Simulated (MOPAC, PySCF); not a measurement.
C$_{2}$H$_{6}$OS, SMILES `CSCO` (C–S–C–O torsion -65°, S–C–O–H torsion -54°), neutral singlet in the gas phase. 

Cartesian coordinates (Å):
SMILES: CSCO
```xyz
10

C      1.5324    -0.1006     0.1099
S      0.1211    -1.1925     0.3378
C     -1.1699    -0.1631    -0.3831
O     -1.4280     1.0218     0.3164
H      1.3266     0.8794     0.5391
H      2.3769    -0.5496     0.6323
H      1.7812     0.0001    -0.9477
H     -0.8846     0.1317    -1.3943
H     -2.0492    -0.8156    -0.4433
H     -1.6065     0.7883     1.2329
```
Charge 0, multiplicity 1.

All levels are single points at this geometry (PBE0-D3(BJ)/def2-TZVP); Pople sets use spherical d functions. Orbital energies aren't observables, and empty levels follow the basis.

```tsv
level	HOMO (eV)	LUMO (eV)	gap (eV)	dipole (D)	vertical IE, Delta-SCF (eV)
M06-2X/def2-TZVP in PySCF	-7.87	1.64	9.51	0.31	9.11
PBE-D3(BJ)/def2-TZVP in PySCF	-5.41	-0.08	5.32	0.33	8.75
B3LYP/LANL2DZ in PySCF	-6.44	1.34	7.78	0.41	–
M06-2X/6-31G* in PySCF	-7.74	2.29	10.03	0.31	–
AM1 in MOPAC	-9.01	0.62	9.63	0.41	–
PM3 in MOPAC	-9.26	0.29	9.55	0.63	–
```
